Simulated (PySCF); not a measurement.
## Calculated data, AlBH2N

All values are calculated (PySCF 2.14.0). Calculation on a computer-drawn molecule: vertical ionisation energy to the stated ion spin, frozen-core CCSD(T) at the basis limit and cheaper methods, single-reference cases, UHF for radicals, no spin-orbit; all values are single points at the evaluated structure, the first of each entry, which is the reference or a displaced copy of it and isn't optimised; the reference structure only sets the zero of the energies above reference; triples share is (T) over the correlation energy.

Common to all runs: charge 1; multiplicity 1; ion multiplicity 2; diffuse functions no; basis cc-pV(n+d)Z; reference is the Hartree-Fock double-zeta minimum; best is HF at quadruple zeta + MP2 correlation extrapolated from triple and quadruple zeta + CCSD(T) minus MP2 at triple zeta; basis step is the size of the change from the same recipe one zeta lower.

(1) AlBH2N

Evaluated structure:
```xyz
5
AlBH2N
B     -2.0094    -1.9270    -0.7991
N     -1.3526    -0.9954    -1.0517
Al    -0.3150     0.9399    -1.3290
H     -2.3802    -3.0302    -0.4543
H      0.4534     2.2705    -1.7359
```

Reference structure:
```xyz
5
AlBH2N
B     -1.8637    -2.0399    -0.7602
N     -1.2790    -0.9461    -1.0297
Al    -0.5049     0.5018    -1.3866
H     -2.4026    -3.0476    -0.5121
H      0.2028     1.8255    -1.7129
```

```
ionisation energy best                    : 15.83 eV
ionisation energy basis step              : 0.02157 eV
energy above reference best               : 65.05 kcal/mol
energy above reference basis step         : 0.4184 kcal/mol
ionisation energy Koopmans at triple zeta : 16.37 eV
ionisation energy EOM CCSD at triple zeta : 15.72 eV
total energy HF triple zeta               : -321.9255 hartree
total energy CCSD(T) triple zeta          : -322.3029 hartree
total energy best                         : -322.3512 hartree
T1 diagnostic at triple zeta              : 0.0171
D1 diagnostic at triple zeta              : 0.03396
ion T1 diagnostic at triple zeta          : 0.01509
ion D1 diagnostic at triple zeta          : 0.03043
ion spin squared at triple zeta           : 0.7643
triples share at triple zeta              : 0.04648
basis functions triple zeta               : 127
```

Drawn bonds:
```tsv
atom	other atom	order
1	2	2
2	3	1
1	4	1
3	5	1
```

Triple zeta:
```tsv
method	ionisation energy (eV)	energy above reference (kcal/mol)
HF	13.82	73.78
PBE	15.86	61.3
r2SCAN	15.67	65.85
B3LYP	15.72	64.9
wB97X	15.55	67.72
MP2	15.92	65.69
CCSD	15.49	66.65
CCSD(T)	15.7	65.38
```

(2) AlBH2N

Evaluated structure:
```xyz
5
AlBH2N
B     -2.0094    -1.9270    -0.7991
N     -1.3526    -0.9954    -1.0517
Al    -0.3080     0.9530    -1.3309
H     -2.3802    -3.0302    -0.4543
H      0.4604     2.2836    -1.7378
```

Reference structure:
```xyz
5
AlBH2N
B     -1.8637    -2.0399    -0.7602
N     -1.2790    -0.9461    -1.0297
Al    -0.5049     0.5018    -1.3866
H     -2.4026    -3.0476    -0.5121
H      0.2028     1.8255    -1.7129
```

```
ionisation energy best                    : 15.79 eV
ionisation energy basis step              : 0.02123 eV
energy above reference best               : 67.01 kcal/mol
energy above reference basis step         : 0.4488 kcal/mol
ionisation energy Koopmans at triple zeta : 16.33 eV
ionisation energy EOM CCSD at triple zeta : 15.68 eV
total energy HF triple zeta               : -321.9218 hartree
total energy CCSD(T) triple zeta          : -322.2998 hartree
total energy best                         : -322.3481 hartree
T1 diagnostic at triple zeta              : 0.01728
D1 diagnostic at triple zeta              : 0.03455
ion T1 diagnostic at triple zeta          : 0.01522
ion D1 diagnostic at triple zeta          : 0.03131
ion spin squared at triple zeta           : 0.7648
triples share at triple zeta              : 0.04667
basis functions triple zeta               : 127
```

Drawn bonds:
```tsv
atom	other atom	order
1	2	2
2	3	1
1	4	1
3	5	1
```

Triple zeta:
```tsv
method	ionisation energy (eV)	energy above reference (kcal/mol)
HF	13.77	76.07
PBE	15.82	63.14
r2SCAN	15.63	67.83
B3LYP	15.67	66.86
wB97X	15.51	69.79
MP2	15.88	67.67
CCSD	15.44	68.68
CCSD(T)	15.65	67.34
```

(3) AlBH2N

Evaluated structure:
```xyz
5
AlBH2N
B     -2.0094    -1.9270    -0.7991
N     -1.3526    -0.9954    -1.0517
Al    -0.2620     1.0387    -1.3431
H     -2.3802    -3.0302    -0.4543
H      0.5064     2.3693    -1.7500
```

Reference structure:
```xyz
5
AlBH2N
B     -1.8637    -2.0399    -0.7602
N     -1.2790    -0.9461    -1.0297
Al    -0.5049     0.5018    -1.3866
H     -2.4026    -3.0476    -0.5121
H      0.2028     1.8255    -1.7129
```

```
ionisation energy best                    : 15.53 eV
ionisation energy basis step              : 0.01865 eV
energy above reference best               : 79.72 kcal/mol
energy above reference basis step         : 0.6322 kcal/mol
ionisation energy Koopmans at triple zeta : 16.12 eV
ionisation energy EOM CCSD at triple zeta : 15.42 eV
total energy HF triple zeta               : -321.8981 hartree
total energy CCSD(T) triple zeta          : -322.2796 hartree
total energy best                         : -322.3278 hartree
T1 diagnostic at triple zeta              : 0.01857
D1 diagnostic at triple zeta              : 0.03907
ion T1 diagnostic at triple zeta          : 0.01632
ion D1 diagnostic at triple zeta          : 0.03836
ion spin squared at triple zeta           : 0.7691
triples share at triple zeta              : 0.04795
basis functions triple zeta               : 127
```

Drawn bonds:
```tsv
atom	other atom	order
1	2	2
2	3	1
1	4	1
3	5	1
```

Triple zeta:
```tsv
method	ionisation energy (eV)	energy above reference (kcal/mol)
HF	13.46	90.93
PBE	15.57	75.03
r2SCAN	15.36	80.62
B3LYP	15.4	79.52
wB97X	15.22	83.18
MP2	15.62	80.54
CCSD	15.17	81.76
CCSD(T)	15.39	80.01
```

(4) AlBH2N

Evaluated structure:
```xyz
5
AlBH2N
B     -1.8635    -2.0399    -0.7759
N     -1.2807    -0.9442    -1.0387
Al    -0.5067     0.5017    -1.3958
H     -2.3915    -3.0479    -0.5143
H      0.2072     1.8078    -1.7213
```

Reference structure:
```xyz
5
AlBH2N
B     -1.8637    -2.0399    -0.7602
N     -1.2790    -0.9461    -1.0297
Al    -0.5049     0.5018    -1.3866
H     -2.4026    -3.0476    -0.5121
H      0.2028     1.8255    -1.7129
```

```
ionisation energy best                    : 17.2 eV
ionisation energy basis step              : 0.02595 eV
energy above reference best               : 0.09699 kcal/mol
energy above reference basis step         : 0.003014 kcal/mol
ionisation energy Koopmans at triple zeta : 17.52 eV
ionisation energy EOM CCSD at triple zeta : 17.05 eV
total energy HF triple zeta               : -322.0430 hartree
total energy CCSD(T) triple zeta          : -322.4069 hartree
total energy best                         : -322.4547 hartree
T1 diagnostic at triple zeta              : 0.01454
D1 diagnostic at triple zeta              : 0.03101
ion T1 diagnostic at triple zeta          : 0.01225
ion D1 diagnostic at triple zeta          : 0.02859
ion spin squared at triple zeta           : 0.7566
triples share at triple zeta              : 0.04254
basis functions triple zeta               : 127
```

Drawn bonds:
```tsv
atom	other atom	order
1	2	2
2	3	1
1	4	1
3	5	1
```

Triple zeta:
```tsv
method	ionisation energy (eV)	energy above reference (kcal/mol)
HF	15.32	0.005278
PBE	17.25	0.171
r2SCAN	17.09	0.09008
B3LYP	17.13	0.06689
wB97X	17	0.05683
MP2	17.27	0.08103
CCSD	16.89	0.09047
CCSD(T)	17.07	0.1097
```
